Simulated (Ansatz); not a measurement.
Mulliken charges of H5InS (`[SH2+][InH3-]`) from r2SCAN/def2-TZVPP in Ansatz (PBE0-D4/def2-TZVP geometry).

```json
{"atom": "S1", "x (Å)": "-0.380", "y (Å)": "-1.610", "z (Å)": "-0.268", "charge (e)": "-0.122"}
{"atom": "In2", "x (Å)": "0.279", "y (Å)": "1.162", "z (Å)": "-0.274", "charge (e)": "0.327"}
{"atom": "H3", "x (Å)": "-1.327", "y (Å)": "-1.516", "z (Å)": "0.680", "charge (e)": "0.139"}
{"atom": "H4", "x (Å)": "0.562", "y (Å)": "-1.964", "z (Å)": "0.622", "charge (e)": "0.139"}
{"atom": "H5", "x (Å)": "-1.177", "y (Å)": "1.633", "z (Å)": "-1.079", "charge (e)": "-0.159"}
{"atom": "H6", "x (Å)": "0.367", "y (Å)": "1.286", "z (Å)": "1.452", "charge (e)": "-0.164"}
{"atom": "H7", "x (Å)": "1.736", "y (Å)": "0.941", "z (Å)": "-1.179", "charge (e)": "-0.159"}
```

Problem. By hand: the dipole of these point charges (1 e Å = 4.8032 D).

Solution. Σ q r = (-0.118, -0.527, 0.245) e Å, of length 0.593 e Å = 2.85 D.

Problem. How does the dipole of the full density compare? (Estimate.)

Solution. The calculation gave: (-0.128, -0.570, 0.234) e Å, 3.02 D; the point charges give 0.94 times that, at 3° from its direction.

Point charges leave out the atoms' own dipoles, such as those of lone pairs, and Mulliken's split depends on the basis, so the close match here is no proof of good charges.
